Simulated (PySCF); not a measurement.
Cd(NH2)(SeH) (CdH₃NSe), SMILES [NH2][Cd][SeH].

Geometry: B3LYP-D3(BJ)/def2-SVP. The structure was generated by enumeration; whether it is a known compound was not checked. The def2 effective core potentials stand for the cores of Cd; spin–orbit coupling is left out. One conformer was computed; it need not be the lowest.

All values below come from TDDFT-CAM-B3LYP/def2-SVPD (PySCF).

Vertical excitations. Isolated molecule, no solvent. State labels are in the subgroup Cs.

Q: Estimate the UV-visible absorptions. (The exact figures need the calculation; the answer reports its results.)

A: 
```csv
state,symmetry,energy (eV),λ (nm),f,main pairs
S1,A",4.48,277,0.032,HOMO→LUMO 95 %
S2,A',4.88,254,0.092,HOMO−1→LUMO 85 %
S3,A",5.23,237,0.007,"HOMO→LUMO+1 75 %, HOMO→LUMO+3 18 %"
S4,A',5.64,220,0.005,"HOMO→LUMO+2 78 %, HOMO−2→LUMO 19 %"
S5,A",5.67,219,0.002,HOMO−1→LUMO+2 98 %
S6,A",5.77,215,0.003,"HOMO→LUMO+3 59 %, HOMO→LUMO+1 23 %, HOMO→LUMO+4 13 %"
S7,A',5.92,209,0.011,HOMO−1→LUMO+1 88 %
S8,A',6.64,187,0.500,"HOMO−2→LUMO 45 %, HOMO−1→LUMO+3 13 %, HOMO−2→LUMO+3 12 %, HOMO→LUMO+2 10 %"
S9,A',6.86,181,0.110,"HOMO−2→LUMO+1 63 %, HOMO−2→LUMO 16 %"
S10,A",6.96,178,0.003,"HOMO−2→LUMO+2 64 %, HOMO→LUMO+4 20 %"
T1,A',4.09,303,0,HOMO−1→LUMO 91 %
T2,A",4.14,300,0,HOMO→LUMO 92 %
T3,A",4.88,254,0,"HOMO→LUMO+1 48 %, HOMO→LUMO+3 35 %, HOMO→LUMO+4 11 %"
T4,A',5.20,239,0,"HOMO→LUMO+2 64 %, HOMO−2→LUMO 29 %"
```
Triplets are in the Tamm–Dancoff approximation, which puts them higher than full response would, so one can lie above its singlet here.
